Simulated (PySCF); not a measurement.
A species of formula C7H11PS2 has this rotational fingerprint, computed with PBE0/pcSseg-1 in PySCF (dipole) on a GFN2-xTB geometry, gas phase:

| Item | Value |
| --- | --- |
| Rotational constants | A = 1709, B = 450.9, C = 396.2 MHz |
| Dipole components | \|μa\| = 1.53 D, \|μb\| = 3.71 D, \|μc\| = 0.75 D |
| Inertial defect | -141.15 u·Å² |
| κ | -0.92 |

Question: Which candidate fits, each taken in the one conformer that was computed?
A. `[CH3:1][CH2:2][CH2:3][P@@H:4](=[S:5])[c:6]1[cH:7][cH:8][s:9][cH:10]1` with C1–C2–C3–P4 63°, C2–C3–P4–S5 46°, C3–P4–C6–C7 -92°
B. `[CH:1]#[C:2][CH2:3][P:4]1(=[S:5])[CH2:6][CH2:7][S:8][CH2:9][CH2:10]1` with C2–C3–P4–S5 180°, C3–P4–C6–C7 -169°, P4–C6–C7–S8 70°, C6–C7–S8–C9 -67°, C7–S8–C9–C10 67°

Answer: A. It is CCC[P@@H](=S)c1ccsc1, a near-prolate asymmetric top, point group C1. The candidates at the same level (rigid rotor, commonest isotopes):

| SMILES | A (MHz) | B (MHz) | C (MHz) | μa (D) | μb (D) | μc (D) | Δ (u·Å²) | point group | rotor |
| --- | --- | --- | --- | --- | --- | --- | --- | --- | --- |
| CCC[P@@H](=S)c1ccsc1 | 1709 | 450.9 | 396.2 | 1.53 | 3.71 | 0.75 | -141.15 | C1 | near-prolate asymmetric top |
| C#CCP1(=S)CCSCC1 | 1005 | 782.3 | 563.8 | 1.27 | 2.91 | 0.00 | -252.26 | Cs | asymmetric top |

`C#CCP1(=S)CCSCC1` has B 74 % too high. No structure here is proved a minimum.
